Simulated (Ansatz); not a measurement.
Ligand exchange: C2H5F + Cd(CH3)(NH2) → C2H7N + Cd(CH3)F

Species: C2H5F `CCF`, singlet; Cd(CH3)(NH2), singlet; C2H7N (ethanamine) `CCN`, singlet; Cd(CH3)F, singlet. The partners trade F for NH2: C–F and Cd–NH2 bonds give way to C–NH2 and Cd–F.

Shapes, held fixed at every level: PBE0-D4/def2-TZVP. Flexible molecules stand in one conformer, not always the lowest. Programs: Ansatz 0.2.0. Electronic energies: no zero-point or thermal term.

```
             level                    kind  ΔE (kJ/mol)  less CCSD(T)/def2-TZVPP  CPU time (sum over the molecules)
     HF/def2-TZVPP            Hartree–Fock        -71.4                    -10.5                                  –
 PBE-D4/def2-TZVPP                     GGA        -66.9                     -6.0                               15 s
PBE0-D4/def2-TZVPP           global hybrid        -67.2                     -6.3                               14 s
wB97M-V/def2-TZVPP  range-separated hybrid        -66.0                     -5.1                               54 s
 B2PLYP/def2-TZVPP           double hybrid        -64.7                     -3.8                               25 s
    MP2/def2-TZVPP     perturbation theory        -59.5                     +1.4                                  –
CCSD(T)/def2-TZVPP   coupled cluster or CI        -60.9                      0.0                            6.3 min
```

The highest level, CCSD(T)/def2-TZVPP, gives ΔE = -60.9 kJ/mol; the levels span -71.4 to -59.5. The column of differences is taken from that level and isn't an error. No measured value is set beside it here. For atoms past krypton def2 sets carry core potentials with scalar relativity. Correlated rows may include outer-core shells of Cd, which these sets cover unevenly. Times are processor times on shared x86 and Arm servers, and rough.
